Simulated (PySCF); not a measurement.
Species: CH2ClF3Si.
Atom-mapped SMILES: `[F:1][C:2]([F:3])([F:4])[SiH2:5][Cl:6]` (hydrogens: H7, H8 on Si5)

Computed with PBE0-D3(BJ)/def2-SVP geometry optimisation, gas phase (PySCF 2.14.0).

(1) What internal coordinates does the optimisation give?

Answers

(1) 
```tsv
bond	length (Å)
F1–C2, C2–F3, C2–F4	1.339
C2–Si5	1.930
Si5–Cl6	2.052
Si5–H7, Si5–H8	1.484
```

Bonds in one row agree within 0.01 Å and their mean is given. A selection of angles:
```tsv
angle	degrees
F1–C2–F3	107.7
F1–C2–Si5	112.6
F3–C2–Si5	112.4
F4–C2–Si5	108.9
C2–Si5–Cl6	108.4
C2–Si5–H7	107.7
Cl6–Si5–H7	110.4
H7–Si5–H8	112.6
```

Torsions: F1–C2–Si5–Cl6 -60° (synclinal).

Si5 (chlorine-bound silicon) is tetrahedral (angles from 107.5° to 112.6°).

Point group: Cs (tolerance 0.08 Å). Not checked by PBE0-D3(BJ)/def2-SVP frequencies.
